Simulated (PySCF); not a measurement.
PySCF input for In(H)(SH)2 (H₃InS₂), SMILES [SH][InH][SH], TDDFT-PBE0/def2-SVPD. Geometry optimised at B3LYP-D3(BJ)/def2-SVP. The def2 effective core potentials stand for the cores of In; spin–orbit coupling is left out. Other conformers were not sampled.

```python
import numpy as np
from pyscf import gto, scf, dft, tdscf

mol = gto.M(
    atom='''
    In    0.00000000    0.00000000   -0.50539919
    H     0.00000000   -0.00000000   -2.22903509
    S     0.00000000    2.00241074    0.85688803
    H     0.00000000    2.83238104   -0.21341077
    S     0.00000000   -2.00241075    0.85688803
    H     0.00000000   -2.83238104   -0.21341077
    ''',
    basis='def2-SVPD',
    ecp={'In': 'def2-svp'},
    charge=0,
    spin=0,
    symmetry=True,
    max_memory=1600,
    verbose=4,
)
mf = dft.RKS(mol, xc='pbe0').density_fit(auxbasis='def2-universal-jkfit')
mf.grids.level = 3
mf.conv_tol = 1e-9
mf.max_cycle = 100
mf.kernel()
mf.grids = dft.Grids(mol).set(level=1).build(with_non0tab=True)  # coarser grid for the response kernel
td = tdscf.TDDFT(mf)
td.singlet = True
td.nstates = 10
td.conv_tol = 1e-4
td.kernel(x0=td.get_init_guess(mf, 15))
td.analyze()
tt = tdscf.TDA(mf)
tt.singlet = False
tt.nstates = 4
tt.conv_tol = 1e-4
tt.kernel(x0=tt.get_init_guess(mf, 9))
tt.analyze(verbose=3)
```

Program output:

```
PySCF version 2.14.0

[INPUT] verbose = 4
[INPUT] num. atoms = 6
[INPUT] num. electrons = 56
[INPUT] charge = 0
[INPUT] spin (= nelec alpha-beta = 2S) = 0
[INPUT] symmetry True subgroup None
[INPUT] Mole.unit = angstrom
[INPUT] Symbol           X                Y                Z      unit          X                Y                Z       unit  Magmom
[INPUT]  1 In     0.000000000000   0.000000000000  -0.505399190000 AA    0.000000000000   0.000000000000  -0.955066052677 Bohr   0.0
[INPUT]  2 H      0.000000000000   0.000000000000  -2.229035090000 AA    0.000000000000   0.000000000000  -4.212265842145 Bohr   0.0
[INPUT]  3 S      0.000000000000   2.002410740000   0.856888030000 AA    0.000000000000   3.784007887488   1.619283696118 Bohr   0.0
[INPUT]  4 H      0.000000000000   2.832381040000  -0.213410770000 AA    0.000000000000   5.352424446011  -0.403287907333 Bohr   0.0
[INPUT]  5 S      0.000000000000  -2.002410750000   0.856888030000 AA    0.000000000000  -3.784007906385   1.619283696118 Bohr   0.0
[INPUT]  6 H      0.000000000000  -2.832381040000  -0.213410770000 AA    0.000000000000  -5.352424446011  -0.403287907333 Bohr   0.0

nuclear repulsion = 215.834203536709
point group symmetry = C2v
symmetry origin: [ 0.00000000e+00 -3.59947830e-09  4.49934777e-10]
symmetry axis x: [-1. -0. -0.]
symmetry axis y: [ 0.00000000e+00  1.00000000e+00 -1.32745858e-09]
symmetry axis z: [0.00000000e+00 1.32745858e-09 1.00000000e+00]
num. orbitals of irrep A1 = 44
num. orbitals of irrep A2 = 13
num. orbitals of irrep B1 = 19
num. orbitals of irrep B2 = 34
number of shells = 46
number of NR pGTOs = 187
number of NR cGTOs = 110
basis = def2-SVPD
ecp = {'In': 'def2-svp'}


[settings echo left out]
init E= -966.449879141042
HOMO (A2) = -0.584059674744746  LUMO (B1) = -0.509673233116251  gap/eV = 2.02416
cycle= 1 E= -986.429564997626  delta_E=  -20  |g|= 2.25  |ddm|= 13.6
HOMO (A1) = 0.0435847380923758  LUMO (A2) = 0.047013923208117  gap/eV = 0.09331
cycle= 2 E= -950.195977203321  delta_E= 36.2  |g|= 9.63  |ddm|= 34.3
HOMO (A2) = -0.339786179699606  LUMO (A1) = -0.0804377991043308  gap/eV = 7.05723
cycle= 3 E= -987.776112685223  delta_E= -37.6  |g|= 0.479  |ddm|=   34
HOMO (A2) = -0.226854992145244  LUMO (B1) = -0.0523699125353385  gap/eV = 4.74798
cycle= 4 E= -987.807657567995  delta_E= -0.0315  |g|= 0.375  |ddm|= 1.32
HOMO (A2) = -0.275697169573809  LUMO (B1) = -0.0543105915789193  gap/eV = 6.02424
cycle= 5 E= -987.854826907372  delta_E= -0.0472  |g|= 0.0522  |ddm|= 0.608
HOMO (A2) = -0.270493589642341  LUMO (B1) = -0.0564838015977669  gap/eV = 5.82350
cycle= 6 E= -987.855794207917  delta_E= -0.000967  |g|= 0.0165  |ddm|= 0.0897
HOMO (A2) = -0.272581265735184  LUMO (B1) = -0.0584359681191158  gap/eV = 5.82719
cycle= 7 E= -987.855893244992  delta_E= -9.9e-05  |g|= 0.00216  |ddm|= 0.0261
HOMO (A2) = -0.272714874239232  LUMO (B1) = -0.0582622841010698  gap/eV = 5.83555
cycle= 8 E= -987.855895199594  delta_E= -1.95e-06  |g|= 0.000659  |ddm|= 0.00473
HOMO (A2) = -0.272616974017785  LUMO (B1) = -0.0581857455985322  gap/eV = 5.83497
cycle= 9 E= -987.855895387495  delta_E= -1.88e-07  |g|= 7.85e-05  |ddm|= 0.00134
HOMO (A2) = -0.272622897523089  LUMO (B1) = -0.0581910518169328  gap/eV = 5.83499
cycle= 10 E= -987.855895389602  delta_E= -2.11e-09  |g|= 2.58e-05  |ddm|= 0.000149
HOMO (A2) = -0.272620870569138  LUMO (B1) = -0.0581875204925897  gap/eV = 5.83503
cycle= 11 E= -987.855895389895  delta_E= -2.94e-10  |g|= 1.99e-06  |ddm|= 5.03e-05
HOMO (A2) = -0.272620573295452  LUMO (B1) = -0.0581879480111196  gap/eV = 5.83501
Extra cycle  E= -987.855895389892  delta_E= 2.96e-12  |g|= 2.49e-06  |ddm|= 8.66e-06
converged SCF energy = -987.855895389892
tot grids = 28136


******** <class 'pyscf.tdscf.rks.TDDFT'> for <class 'pyscf.df.df_jk.DFSymAdaptedRKS'> ********
nstates = 10 singlet
deg_eia_thresh = 1.000e-03
wfnsym = None
conv_tol = 0.0001
eigh lindep = 1e-12
eigh level_shift = 0
eigh max_cycle = 100


Excitation energies (eV)
[4.69227763 4.85639703 5.17404554 5.29599422 5.71573703 5.71929869
 5.92033321 6.1248742  6.45271863 6.55743067]

** Singlet excitation energies and oscillator strengths **
Excited State   1:   A2      4.69228 eV    264.23 nm  f=0.0000
      28 -> 30       -0.70195
Excited State   2:   B2      4.85640 eV    255.30 nm  f=0.0373
      25 -> 30       -0.19135
      28 -> 29        0.67688
Excited State   3:   B1      5.17405 eV    239.63 nm  f=0.0423
      27 -> 30        0.69653
Excited State   4:   A1      5.29599 eV    234.11 nm  f=0.0068
      26 -> 30        0.17963
      27 -> 29       -0.67682
Excited State   5:   B1      5.71574 eV    216.92 nm  f=0.0013
      26 -> 29        0.70516
Excited State   6:   A2      5.71930 eV    216.78 nm  f=0.0000
      25 -> 29       -0.69322
      28 -> 31       -0.11121
Excited State   7:   A2      5.92033 eV    209.42 nm  f=0.0000
      25 -> 29        0.12236
      27 -> 32       -0.15483
      27 -> 34        0.11335
      28 -> 31       -0.65565
      28 -> 33        0.11341
Excited State   8:   B1      6.12487 eV    202.43 nm  f=0.0547
      27 -> 31        0.36046
      28 -> 32        0.59078
Excited State   9:   B1      6.45272 eV    192.14 nm  f=0.0047
      27 -> 31       -0.53453
      27 -> 33        0.11719
      28 -> 32        0.36810
      28 -> 34        0.22778
Excited State  10:   B2      6.55743 eV    189.07 nm  f=0.4940
      25 -> 30        0.65362
      26 -> 32       -0.10416
      28 -> 29        0.16769

** Transition electric dipole moments (AU) **
state          X           Y           Z        Dip. S.      Osc.
  1         0.0000      0.0000     -0.0000      0.0000      0.0000
  2        -0.0000     -0.5599     -0.0000      0.3135      0.0373
  3         0.5779     -0.0000      0.0000      0.3340      0.0423
  4         0.0000     -0.0000      0.2288      0.0523      0.0068
  5        -0.0965      0.0000     -0.0000      0.0093      0.0013
  6        -0.0000      0.0000     -0.0000      0.0000      0.0000
  7         0.0000      0.0000      0.0000      0.0000      0.0000
  8         0.6039     -0.0000      0.0000      0.3647      0.0547
  9        -0.1723     -0.0000     -0.0000      0.0297      0.0047
 10        -0.0000     -1.7535      0.0000      3.0749      0.4940

WARN: ECP detected. Skipping calculation of transition velocity and magnetic dipole moments, which have not yet been implemented.



******** <class 'pyscf.tdscf.rks.TDA'> for <class 'pyscf.df.df_jk.DFSymAdaptedRKS'> ********
nstates = 4 triplet
deg_eia_thresh = 1.000e-03
wfnsym = None
conv_tol = 0.0001
eigh lindep = 1e-12
eigh level_shift = 0
eigh max_cycle = 100


Excitation energies (eV)
[4.34441355 4.36693047 4.65891912 4.72320085]

** Triplet excitation energies and oscillator strengths **
Excited State   1:   B2      4.34441 eV    285.39 nm  f=0.0000
Excited State   2:   A2      4.36693 eV    283.92 nm  f=0.0000
Excited State   3:   A1      4.65892 eV    266.12 nm  f=0.0000
Excited State   4:   B1      4.72320 eV    262.50 nm  f=0.0000
```

The calculation finished and met its thresholds.

Cost: around 40 core-seconds (rough).
